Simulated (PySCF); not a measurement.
Delta-SCF ions had no search for a lower state. Excitations are Tamm–Dancoff values on a coarser integration grid. The basis has no diffuse functions, so Rydberg states are missing or too high.

Z-matrix (Å, degrees):
```
Si
C 1 1.8797
H 2 1.0914 1 110.94
H 2 1.0915 3 107.77 1 122.31
H 2 1.0921 3 108.04 4 116.17
C 1 1.8797 2 109.14 3 -178.81
H 6 1.0914 1 110.93 2 178.52
H 6 1.0915 7 107.78 1 -122.31
H 6 1.0921 7 108.04 8 -116.18
C 1 1.8872 2 108.63 3 -60.53
H 10 1.0911 1 111.66 2 -178.62
H 10 1.0911 11 108.13 1 123.25
H 10 1.0926 11 107.83 12 116.34
B 1 2.0150 2 112.22 3 56.25
H 14 1.1927 1 121.83 2 -29.49
H 14 1.1927 15 116.37 1 176.63
```
Charge 0, spin multiplicity 1.

Question: Estimate the vertical ionisation energy (Delta-SCF), LUMO, brightest of the four lowest singlets (TDA), HOMO–LUMO gap, dipole moment, S1–T1 gap (TDA), HOMO and S1 oscillator strength that PBE-D3(BJ)/def2-TZVP // M06-2X/def2-TZVP (PySCF) returns for this input.

Answer: 
| Item | Value |
|---|---|
| vertical ionisation energy (Delta-SCF) | 9.26 eV |
| LUMO | -3.08 eV |
| brightest of the four lowest singlets (TDA) | 4.48 eV |
| HOMO–LUMO gap | 3.24 eV |
| dipole moment | 0.62 D |
| S1–T1 gap (TDA) | 0.91 eV |
| HOMO | -6.32 eV |
| S1 oscillator strength | 0.012 |
